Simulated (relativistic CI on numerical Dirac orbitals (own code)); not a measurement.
**Calculated levels, Pt21+**

Computed by Dirac-Coulomb-Breit CI, orbitals from a KLI potential per configuration, a model potential for QED, unscaled Slater integrals (own radial code, finite nucleus).

CI space (outside the closed core [Ar] 3d10): 4s²4p⁶4d¹⁰4f¹¹, 4s²4p⁶4d¹⁰4f¹⁰5s, 4s²4p⁶4d¹⁰4f⁹5s², 4s²4p⁶4d¹⁰4f¹⁰5p, 4s²4p⁶4d⁹4f¹², 4s²4p⁶4d¹⁰4f¹⁰5d, 4s²4p⁶4d⁸4f¹³, 4s²4p⁶4d¹⁰4f¹⁰6s, 4s²4p⁵4d¹⁰4f¹², 4s²4p⁴4d¹⁰4f¹³, 4p⁶4d¹⁰4f¹³, 4s4p⁶4d⁹4f¹³, 4s4p⁶4d¹⁰4f¹¹5s, 4s4p⁶4d¹⁰4f¹¹6s. Levels of other configurations are missing.

```csv
No.,Configuration,Term,J,E (eV),%,Next component (%),Landé g,jj configuration (%)
41,4s²4p⁶4d¹⁰4f¹¹,²F°,7/2,28.1318,94,4 ²G°,1.132,4f5/2^4 4f7/2^7 (85)
42,4s²4p⁶4d¹⁰4f¹⁰5s,⁶I,17/2,38.3149,85,14 ⁴K,1.273,4f7/2^4 5s (71)
43,4s²4p⁶4d¹⁰4f¹⁰5s,⁶I,15/2,40.0551,61,23 ⁴I,1.201,4f7/2^4 5s (53)
44,4s²4p⁶4d¹⁰4f¹⁰5s,⁶I,13/2,42.0733,82,7 ⁴I,1.148,4f5/2^5 4f7/2^5 5s (60)
45,4s²4p⁶4d¹⁰4f¹⁰5s,⁴I,15/2,42.3462,54,32 ⁶I,1.190,4f5/2^5 4f7/2^5 5s (60)
46,4s²4p⁶4d¹⁰4f¹⁰5s,⁶I,11/2,42.8705,34,25 ⁶F,1.204,4f7/2^4 5s (58)
47,4s²4p⁶4d¹⁰4f¹⁰5s,⁶I,11/2,43.5135,42,30 ⁶F,1.193,4f5/2^5 4f7/2^5 5s (40)
48,4s²4p⁶4d¹⁰4f¹⁰5s,⁶I,9/2,43.7424,49,20 ⁴H,0.955,4f7/2^4 5s (43)
49,4s²4p⁶4d¹⁰4f¹⁰5s,⁶S,5/2,44.2612,33,27 ⁴P,1.596,4f7/2^4 5s (75)
50,4s²4p⁶4d¹⁰4f¹⁰5s,⁴I,13/2,44.3973,57,23 ⁴H,1.156,4f5/2^5 4f7/2^5 5s (56)
51,4s²4p⁶4d¹⁰4f¹⁰5s,⁶I,7/2,44.6971,68,25 ⁴H,0.533,4f5/2^5 4f7/2^5 5s (39)
52,4s²4p⁶4d¹⁰4f¹⁰5s,⁶F,9/2,44.7897,60,15 ⁶I,1.289,4f5/2^5 4f7/2^5 5s (42)
53,4s²4p⁶4d¹⁰4f¹⁰5s,⁴D,3/2,45.0842,26,21 ²D,1.065,4f7/2^4 5s (83)
54,4s²4p⁶4d¹⁰4f¹⁰5s,⁴K,17/2,45.3514,55,16 ²L,1.151,4f5/2^5 4f7/2^5 5s (55)
55,4s²4p⁶4d¹⁰4f¹⁰5s,⁶F,7/2,45.8177,76,15 ⁴F,1.357,4f5/2^5 4f7/2^5 5s (62)
56,4s²4p⁶4d¹⁰4f¹⁰5s,⁴F,9/2,45.8361,34,14 ²G,1.198,4f7/2^4 5s (56)
57,4s²4p⁶4d¹⁰4f¹⁰5s,⁴I,11/2,45.9398,41,22 ⁶F,1.129,4f5/2^5 4f7/2^5 5s (58)
58,4s²4p⁶4d¹⁰4f¹⁰5s,⁶G,13/2,45.9538,67,18 ⁴I,1.298,4f5/2^5 4f7/2^5 5s (53)
59,4s²4p⁶4d¹⁰4f¹⁰5s,⁶S,5/2,46.0566,37,34 ⁶F,1.558,4f5/2^5 4f7/2^5 5s (62)
60,4s²4p⁶4d¹⁰4f¹⁰5s,⁴K,15/2,46.2294,33,17 ²L,1.049,4f5/2^5 4f7/2^5 5s (69)
61,4s²4p⁶4d¹⁰4f¹⁰5s,⁶F,1/2,46.7644,59,36 ⁴D,-0.321,4f5/2^5 4f7/2^5 5s (80)
62,4s²4p⁶4d¹⁰4f¹⁰5s,⁴I,9/2,46.8134,42,25 ²H,0.926,4f5/2^5 4f7/2^5 5s (51)
63,4s²4p⁶4d¹⁰4f¹⁰5s,⁶G,11/2,46.9544,56,20 ⁴I,1.253,4f5/2^5 4f7/2^5 5s (69)
64,4s²4p⁶4d¹⁰4f¹⁰5s,⁴F,9/2,47.3712,31,31 ⁶G,1.252,4f5/2^5 4f7/2^5 5s (52)
65,4s²4p⁶4d¹⁰4f¹⁰5s,⁶F,3/2,47.5614,38,19 ⁴S,1.182,4f5/2^5 4f7/2^5 5s (52)
66,4s²4p⁶4d¹⁰4f¹⁰5s,⁴L,19/2,47.5742,86,12 ⁴M,1.143,4f5/2^5 4f7/2^5 5s (98)
67,4s²4p⁶4d¹⁰4f¹⁰5s,⁴G,11/2,47.5815,32,21 ⁴H,1.179,4f7/2^4 5s (36)
68,4s²4p⁶4d¹⁰4f¹⁰5s,⁶G,7/2,47.5932,36,21 ⁴G,1.119,4f5/2^5 4f7/2^5 5s (47)
69,4s²4p⁶4d¹⁰4f¹⁰5s,⁶F,5/2,47.8407,31,24 ⁴F,1.247,4f5/2^5 4f7/2^5 5s (59)
70,4s²4p⁶4d¹⁰4f¹⁰5s,⁴F,7/2,48.0651,53,13 ⁴D,1.199,4f5/2^5 4f7/2^5 5s (78)
71,4s²4p⁶4d¹⁰4f¹⁰5s,⁴K,13/2,48.1403,57,16 ⁴L,0.965,4f5/2^5 4f7/2^5 5s (57)
72,4s²4p⁶4d¹⁰4f¹⁰5s,⁴K,15/2,48.3395,31,29 ²K,1.075,4f5/2^5 4f7/2^5 5s (70)
73,4s²4p⁶4d¹⁰4f¹⁰5s,⁴S,3/2,48.4370,32,29 ⁴F,1.191,4f5/2^5 4f7/2^5 5s (94)
74,4s²4p⁶4d¹⁰4f¹⁰5s,⁴H,13/2,48.4561,63,14 ⁶G,1.222,4f5/2^4 4f7/2^6 5s (56)
75,4s²4p⁶4d¹⁰4f¹⁰5s,⁴L,17/2,48.5777,41,37 ²L,1.052,4f5/2^5 4f7/2^5 5s (90)
76,4s²4p⁶4d¹⁰4f¹⁰5s,⁴F,9/2,48.7240,50,13 ⁶D,1.223,4f5/2^5 4f7/2^5 5s (56)
77,4s²4p⁶4d¹⁰4f¹⁰5s,⁶G,5/2,48.8058,43,38 ⁴F,0.978,4f5/2^5 4f7/2^5 5s (66)
78,4s²4p⁶4d¹⁰4f¹⁰5s,⁴F,3/2,48.9880,39,26 ²D,0.503,4f5/2^5 4f7/2^5 5s (64)
79,4s²4p⁶4d¹⁰4f¹⁰5s,⁴F,7/2,49.0806,23,18 ²G,0.985,4f7/2^4 5s (33)
80,4s²4p⁶4d¹⁰4f¹⁰5s,⁴F,9/2,49.1799,30,19 ⁴I,1.160,4f5/2^5 4f7/2^5 5s (46)
81,4s²4p⁶4d¹⁰4f¹⁰5s,⁴M,21/2,49.2145,95,5 ²N,1.136,4f5/2^5 4f7/2^5 5s (88)
82,4s²4p⁶4d¹⁰4f¹⁰5s,⁴K,11/2,49.4385,59,11 ²H,0.898,4f5/2^4 4f7/2^6 5s (51)
83,4s²4p⁶4d¹⁰4f¹⁰5s,⁴I,11/2,49.7458,24,21 ⁴G,1.117,4f5/2^4 4f7/2^6 5s (56)
84,4s²4p⁶4d¹⁰4f¹⁰5s,⁴D,7/2,49.8095,29,21 ²F,1.209,4f5/2^5 4f7/2^5 5s (68)
85,4s²4p⁶4d¹⁰4f¹⁰5s,⁴G,9/2,49.9408,30,27 ⁶G,1.140,4f5/2^5 4f7/2^5 5s (47)
```

Energies count from the lowest computed level; ° marks odd parity. Filled j subshells are mostly left out of the jj labels.

The mean weight of the leading LS term, summed over parents, in these 45 levels is 49 %, and that of the leading jj configuration (from the same eigenvectors) 61 %, so jj coupling describes them better and the LS labels are nominal.

At this charge transitions that keep the count of f electrons are usually good to a few per cent. Terms inside the open d or f shell come out 10 to 20 % too wide with unscaled integrals. Levels that differ in their count of f electrons can be misplaced by several ten thousand cm⁻¹, since the correlation energy of f electrons is missing or only estimated; rates across such gaps can be off by orders of magnitude.

LS names give the leading component of a level, which can be under half, so a name can repeat, a term be missing and a line seem to break the LS rules.
